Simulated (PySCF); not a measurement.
## One change at a time: excitation energies

Computed with TDDFT PBE0/def2-SVPD, vertical, gas phase, core orbitals frozen in the response, def2 core potentials past Kr (PySCF). Geometries: PBE0-D3(BJ)/def2-SVP; one conformer of each isolated species. Triplets are in the Tamm–Dancoff approximation. 'Strongest' means the level of largest summed f among the lowest 10 singlets; it needn't be the same kind of state in each. Atoms past krypton carry core potentials; spin–orbit coupling is left out.

Parent: MoNCl3 (`[N]#[Mo]([Cl])([Cl])[Cl]`), with lowest singlet excitation energy 3.50 eV, HOMO energy -9.45 eV, HOMO–LUMO gap 5.21 eV, energy of the strongest computed level 4.55 eV, mean static polarisability 87.2 au. Its spectrum: 3.50 eV (f 0.000); 3.64 eV (f 0.001 summed over 2 states); 3.67 eV (f 0.002); 3.83 eV (f 0.002); 3.84 eV (f 0.002).

(1) Order the derivatives by their lowest singlet excitation, lowest first, with the shift from the parent.
A. ligand (all three): Cl to NH2: `[N]#[Mo]([NH2])([NH2])[NH2]`
B. ligand (all three): Cl to OH: `[N]#[Mo]([OH])([OH])[OH]`
C. ligand (all three): Cl to F: `[N]#[Mo]([F])([F])[F]`

(1) C (shift +1.09 eV), A (shift +1.49 eV), B (shift +1.64 eV).

| change | SMILES | Δ S1 (eV) | Δ HOMO (eV) | Δ gap (eV) | Δ strongest (eV) | Δ α (au) |
| --- | --- | --- | --- | --- | --- | --- |
| ligand (all three): Cl to OH | [N]#[Mo]([OH])([OH])[OH] | +1.64 | +0.76 | +1.85 | +1.26 | -30.9 |
| ligand (all three): Cl to F | [N]#[Mo]([F])([F])[F] | +1.09 | -0.66 | +1.56 | +2.16 | -47.0 |
| ligand (all three): Cl to NH2 | [N]#[Mo]([NH2])([NH2])[NH2] | +1.49 | +2.50 | +0.99 | +0.44 | -12.6 |

All changes raise S1, and it rises most with ligand (all three): Cl to OH (+1.64 eV). S1 is simply the lowest singlet of each species and needn't be the same kind of state throughout.
